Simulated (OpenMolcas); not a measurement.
Computed transition rates of Cr⁴⁺

```
Program             : OpenMolcas 26.06
Method              : SS-CASPT2, IPEA 0.25 Eh, imaginary shift 0.1 Eh (closed shells correlated: 3s 3p)
Basis               : ANO-RCC-VQZP [7s6p4d3f2g1h]
Scalar Hamiltonian  : DKH2, point nucleus
Active space        : 2 electrons in 5 orbitals (3d)
State averaging     : 2S+1 = 3 even, 10 roots; 2S+1 = 1 even, 15 roots
Spin-orbit coupling : RASSI with atomic mean-field integrals over the reference wave functions, term energies averaged over their components
```

Rates come from the transition moments of the reference wave functions (E1 and E2 in the length form). At fixed line strength A goes as λ^-3 for E1 and M1 and as λ^-5 for E2, so a rate at the computed wavelength can be rescaled to the measured one. Measured vacuum wavelengths follow from level energies in Sugar and Corliss, J. Phys. Chem. Ref. Data 6, 317 (1977). Branching counts decays inside the model space alone, at computed energies, and the table is only a selection of the E2 and M1 lines, drawn from those between levels with measured partners whose computed energy lies within a factor of 1.5 of the measured one.

```csv
Upper,Lower,Type,λ computed (nm),λ measured (nm),A computed (s-1),A rescaled (s-1),Branching %
3d2 3P2,3d2 3P1,M1,26230,27440,7.40e-04,6.46e-04,0.6
3d2 3F3,3d2 3F2,M1,19810,19680,3.31e-03,3.38e-03,100.0
3d2 3F4,3d2 3F3,M1,15560,15790,5.40e-03,5.17e-03,100.0
3d2 3P1,3d2 1D2,M1,2895,4018,1.39e-02,,13.4
3d2 3P2,3d2 1D2,M1,2607,3505,3.39e-02,,28.7
3d2 1G4,3d2 1D2,E2,1062,1132,1.29e-03,9.38e-04,1.0
3d2 1D2,3d2 3F3,M1,801,788.7,1.02e-01,,63.6
3d2 1D2,3d2 3F2,M1,769.9,758.3,5.80e-02,,36.1
3d2 3P2,3d2 3F4,E2,637.9,671.2,5.92e-02,4.59e-02,50.1
3d2 3P1,3d2 3F3,E2,627.4,659.3,5.66e-02,4.42e-02,54.6
3d2 3P0,3d2 3F2,E2,614.9,645.5,9.42e-02,7.39e-02,100.0
3d2 3P2,3d2 3F3,E2,612.8,643.8,1.89e-02,1.48e-02,16.0
3d2 3P2,3d2 3F3,M1,612.8,643.8,2.06e-03,,1.7
3d2 3P1,3d2 3F2,E2,608.2,637.9,3.29e-02,2.59e-02,31.8
3d2 3P2,3d2 3F2,E2,594.4,623.4,3.05e-03,2.40e-03,2.6
3d2 1G4,3d2 3F4,M1,470.4,479,7.45e-02,,59.6
3d2 1G4,3d2 3F3,M1,456.6,464.9,4.89e-02,,39.1
3d2 1S0,3d2 3P2,E2,286.9,284.9,2.04e-01,,1.0
3d2 1S0,3d2 3P1,M1,283.8,281.9,1.17e+00,,5.9
3d2 1S0,3d2 1D2,E2,258.5,263.4,1.85e+01,1.68e+01,92.8
```

Spin-changing lines and M1 lines between different terms are not rescaled, since their strength hangs on the term gaps too.

The largest correction is for 3d2 1G4 → 3d2 1D2 (E2): 1.29e-03 × (1062 / 1132)^5 = 9.38e-04 s-1, a factor of 0.73.

The computed rate and branching of 3d2 3F3 → 3d2 3F2 give the upper level a radiative lifetime of 1.000 / 3.31e-03 s-1 = 3.02e+02 s, counting decays inside the model space alone. The rescaled rate gives about 3.0e+02 s.

These are rates of the free ion; in crystals, glasses and complexes forced electric-dipole and non-radiative decay shorten such lifetimes by orders of magnitude. No measured rate stands beside these. Rescaling mends the energy factor alone: line strengths can still be far off where a level mixes with configurations outside the active space, and weak or spin-changing lines hang on small mixing coefficients that depend on the term gaps too, so rescaling need not improve them.

CASPT2 breaks the degeneracy within a term, and the mean is taken; among the terms shown or strongly mixed into the levels shown the widest spread is 930 cm-1 (3d2 1G). Computed and measured levels are paired by configuration, term and J; levels that our copy of the source lacks, or whose pairing is in doubt (as where it misses far off the trend of its configuration), stay unpaired. Levels of configurations outside the active space are missing.
